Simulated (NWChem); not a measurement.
Basis-set convergence for CH3FOSi

```xyz
7

O     -1.8905    -1.0258     0.0000
C     -1.2288    -0.0115     0.0000
Si     0.6902    -0.1839     0.0000
F      1.3728     1.2965     0.0000
H     -1.7279     0.9989     0.0000
H      1.1028    -0.9087    -1.2288
H      1.1028    -0.9087     1.2288
```
Charge 0, spin multiplicity 1.

The numbers come from NWChem runs, not from measurements. Structure: optimised with B3LYP/def2-SVP, a minimum by its harmonic frequencies. It is one conformer; others weren't searched.

Quantity: vertical ionisation energy at the level ΔPBE0 (Δ: difference of total energies, the cation a doublet at the parent's geometry with its hole in an orbital of symmetry a' (Cs labels); it is the state that the SCF runs reached, from PBE0 orbitals for Hartree-Fock references, and need not be the lowest).

The Pople sets run with spherical d functions. The structure started from a generated list of species. The stability of the SCF solutions was not checked.

Costs are rough ratios of processor time within this set of runs, SCF included, with STO-3G as 1.

```
basis        functions  vertical ionisation energy (eV)  relative cost
-----------  ---------  -------------------------------  -------------
STO-3G              27                             6.88              1
3-21G               46                       (withheld)        under 3
6-31G*              66                       (withheld)        under 3
cc-pVDZ             75                             9.73              3
pcseg-1             75                             9.97        under 3
6-311G**            98                       (withheld)        under 3
6-311++G**         117                             9.98              4
aug-pcseg-1        123                             9.93              6
def2-TZVPD         187                             9.89             30
aug-cc-pVTZ        257                             9.89            200
```

Problem. Some entries are withheld; supply them.

Solution. 
- 3-21G, vertical ionisation energy (eV): 9.68
- 6-31G*, vertical ionisation energy (eV): 9.75
- 6-311G**, vertical ionisation energy (eV): 9.86
